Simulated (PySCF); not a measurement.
B(F)(GeH3)(OH) (BFGeH4O), SMILES O[B](F)[GeH3].

Coordinates come from a r2SCAN-D4/def2-SVP optimisation. Other conformers were not sampled.

Calculation: r2SCAN-D4/def2-SVP (PySCF 2.14.0).

Frequencies are harmonic and unscaled.

```json
[
 {"mode": "1", "ν (cm⁻¹)": "43", "IR (km/mol)": "0.1", "moving atoms (share of kinetic energy)": "H 89 %"},
 {"mode": "2", "ν (cm⁻¹)": "187", "IR (km/mol)": "0.2", "moving atoms (share of kinetic energy)": "F 38 %, O 29 %, H 16 %, B 13 %"},
 {"mode": "3", "ν (cm⁻¹)": "300", "IR (km/mol)": "14.3", "moving atoms (share of kinetic energy)": "Ge 33 %, O 32 %, F 28 %"},
 {"mode": "4", "ν (cm⁻¹)": "327", "IR (km/mol)": "0.7", "moving atoms (share of kinetic energy)": "H 65 %, B 29 %"},
 {"mode": "5", "ν (cm⁻¹)": "515", "IR (km/mol)": "35.6", "moving atoms (share of kinetic energy)": "H 82 %"},
 {"mode": "6", "ν (cm⁻¹)": "568", "IR (km/mol)": "45.1", "moving atoms (share of kinetic energy)": "F 28 %, O 24 %, B 23 %, H 21 %"},
 {"mode": "7", "ν (cm⁻¹)": "579", "IR (km/mol)": "87.0", "moving atoms (share of kinetic energy)": "H 73 %, B 23 %"},
 {"mode": "8", "ν (cm⁻¹)": "658", "IR (km/mol)": "83.4", "moving atoms (share of kinetic energy)": "H 51 %, B 33 %, O 12 %"},
 {"mode": "9", "ν (cm⁻¹)": "811", "IR (km/mol)": "130.6", "moving atoms (share of kinetic energy)": "H 97 %"},
 {"mode": "10", "ν (cm⁻¹)": "893", "IR (km/mol)": "18.8", "moving atoms (share of kinetic energy)": "H 99 %"},
 {"mode": "11", "ν (cm⁻¹)": "896", "IR (km/mol)": "29.4", "moving atoms (share of kinetic energy)": "H 98 %"},
 {"mode": "12", "ν (cm⁻¹)": "991", "IR (km/mol)": "92.0", "moving atoms (share of kinetic energy)": "H 58 %, O 23 %, F 16 %"},
 {"mode": "13", "ν (cm⁻¹)": "1257", "IR (km/mol)": "213.3", "moving atoms (share of kinetic energy)": "B 63 %, H 17 %, F 15 %"},
 {"mode": "14", "ν (cm⁻¹)": "1413", "IR (km/mol)": "259.5", "moving atoms (share of kinetic energy)": "B 70 %, O 24 %"},
 {"mode": "15", "ν (cm⁻¹)": "2142", "IR (km/mol)": "64.3", "moving atoms (share of kinetic energy)": "H 99 %"},
 {"mode": "16", "ν (cm⁻¹)": "2143", "IR (km/mol)": "117.3", "moving atoms (share of kinetic energy)": "H 98 %"},
 {"mode": "17", "ν (cm⁻¹)": "2161", "IR (km/mol)": "114.3", "moving atoms (share of kinetic energy)": "H 99 %"},
 {"mode": "18", "ν (cm⁻¹)": "3781", "IR (km/mol)": "59.0", "moving atoms (share of kinetic energy)": "H 94 %"}
]
```
